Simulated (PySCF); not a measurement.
H4SiZn, SMILES [SiH3][ZnH].

Geometry optimised at B3LYP-D3(BJ)/def2-TZVP.

Method: PySCF with M06-2X/def2-TZVPD.

The molecule is in vacuum.

Computed frontier levels, gap, dipole moment and polarisability:
* **highest occupied level**: -8.15 eV
* **lowest empty level**: -0.71 eV
* **orbital gap**: 7.44 eV
* **dipole moment**: 0.24 D
* **quadrupole, principal values (traceless, Buckingham form, about the centre of nuclear charge)**: -8.87, 4.44, 4.44 D·Å
* **mean static polarisability**: 60.6 bohr³ (8.98 Å³)
* **polarisability, principal values**: 50.9, 50.9, 80.0 bohr³
